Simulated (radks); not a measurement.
Task: The mean radii <r> (bohr) of the occupied orbitals of an atom or ion are listed with their occupations. Method: non-relativistic Kohn-Sham, PBE, spin-polarised, spherical densities, point nucleus; computed with a radial shooting solver on a logarithmic mesh with Libxc functionals.

orbital  occ.      <r>
1s up       1  0.05913
1s down     1  0.05913
2s up       1   0.2673
2s down     1   0.2672
2p up       3   0.2338
2p down     3   0.2337
3s up       1   0.6971
3s down     1   0.6982
3p up       1   0.6894

Name the element and its charge. Open shells, if any, are filled with parallel spins first.

Result: Z = 26, iron, charge +13: Fe13+ in [Ne] 3s2 3p1. The 1s radius gives Z: for a bare nucleus <r> = 1.5/Z, 0.05769 bohr for Z = 26, and screening makes it slightly larger (0.05913 here). The occupations add up to 13, and the charge is Z minus that.
